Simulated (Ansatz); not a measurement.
Reaction (homolysis of the In–S bond): `[CH3][In]([SH])[Cl]` → `[CH3][In][Cl]`• + `[SH]`•

Isolated molecules relaxed with PBE0-D4/def2-TZVP in Ansatz; ΔE leaves out vibrations. CBS: MP2 limit from def2 TZ/QZ plus the TZ coupled-cluster correction, frozen cores. This one scheme is used for every species. Functionals use def2-TZVPP. Open shells (•) are unrestricted, without spin–orbit coupling. def2 core potentials past Kr. For In outer-core shells are correlated without core-valence functions, which leaves a few kJ/mol of doubt a bond. Each species was taken in one conformer, which may not be the lowest.

```tsv
level	ΔE (kJ/mol)
BLYP-D4	284.4
r2SCAN0-D4	305.0
BHLYP-D4	294.9
CCSD(T)/def2-SVP	299.0
```

What does CCSD(T)/CBS give? (Estimate.)

The calculation gave: +328.3 kJ/mol. The listed levels differ from it by -43.9, -23.3, -33.4, -29.3 kJ/mol.

Largest T1 diagnostic among the species: 0.016.

From BLYP to BHLYP (50 % exact exchange), in def2-TZVPP and without D4, ΔE moves by +12.6 kJ/mol. At CCSD(T), def2-SVP lies −29.3 kJ/mol from the extrapolated value and def2-TZVPP −14.2 kJ/mol: correlation converges slowly with the basis, and small sets miss more of it in the bonded molecule than in its fragments.
